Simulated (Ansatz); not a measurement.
Job for Ansatz (an electronic-structure program): R-CCSD(T)/cc-pVDZ on BFH2OSe (SMILES OB(F)[SeH]), a point of a torsion scan. The run froze 17 orbitals, filled d shells among them.

Ansatz 0.2 input:
```yaml
crystal:
  periodic: [false, false, false]
  atoms:
    - {symbol: O, position_ang: [-0.90271497, -0.78237356, 0.31198626]}
    - {symbol: B, position_ang: [-0.21003261, 0.31256191, 0.06262760]}
    - {symbol: F, position_ang: [-0.76865439, 1.35599521, -0.53576119]}
    - {symbol: Se, position_ang: [1.62175566, 0.44348667, 0.75883124]}
    - {symbol: H, position_ang: [-1.81723957, -0.84165025, 0.02863742]}
    - {symbol: H, position_ang: [1.26197646, 0.14854163, 2.11625201]}
basis:
  gaussian:
    orbitals: cc-pVDZ
magnetization: {spin_polarized: false}
correlation: {method: ccsd_t, electrons: outside_noble_gas}
scf: {lower_state_search: off}
```

Program output:

```
WARN ansatz: RAYON_NUM_THREADS=1 ignored (pool sized by the plan → 1); use --threads N
Functional definition: HF
these checks for a lower state are left out or cut short: stability, starts, cluster_reference, orbital_swaps, neighbouring_geometries, increment
integrals: 0.07 GiB planned
801 factors; integrals over basis functions are off by at most 1.2e-3 eV
mean field: 0.23 GiB planned
mean field evaluation 1: about -70749.7948 eV, gradient 3.5e1 eV
mean field evaluation 2: about -70749.8705 eV, gradient 3.6e1 eV
mean field evaluation 4: about -70752.4368 eV, gradient 2.5e0 eV
mean field evaluation 8: about -70752.4703 eV, gradient 1.8e-1 eV
mean field -70752.47046464 eV, -2600.1053318284 hartree, gradient 8.6e-7 eV, S^2 0.000000; 0 other end points of the search recorded, 0 dependent functions left out
17 core orbitals not correlated
reference -70752.47046464 eV, -2600.1053318284 hartree; 12, 12 occupied and 50, 50 virtual orbitals, 801 factors
second order -15.45458139 eV of doubles, -0.00000000 eV of singles
coupled cluster: 0.17 GiB planned
cycle   1  -15.70264857 eV  change   -2.5e-1 eV  update   9.0e-2
cycle   2  -16.04970483 eV  change   -3.5e-1 eV  update   2.5e-2
cycle   3  -16.13711457 eV  change   -8.7e-2 eV  update   1.4e-2
cycle   4  -16.13173754 eV  change    5.4e-3 eV  update   3.1e-3
cycle   5  -16.12985498 eV  change    1.9e-3 eV  update   1.2e-3
cycle   6  -16.13002675 eV  change   -1.7e-4 eV  update   3.7e-4
cycle   7  -16.12986747 eV  change    1.6e-4 eV  update   1.0e-4
cycle   8  -16.12983898 eV  change    2.8e-5 eV  update   4.3e-5
cycle   9  -16.12985846 eV  change   -1.9e-5 eV  update   1.8e-5
perturbative correction -0.37091782 eV, -0.0136309785 hartree
Total energy: -70768.97124092 eV, -2600.7117241722 hartree
Checks for a lower state left out: stability, starts, cluster_reference, orbital_swaps, neighbouring_geometries, increment
```

The calculation finished and met its thresholds.

Cost: about 3 core-seconds (a rough figure).
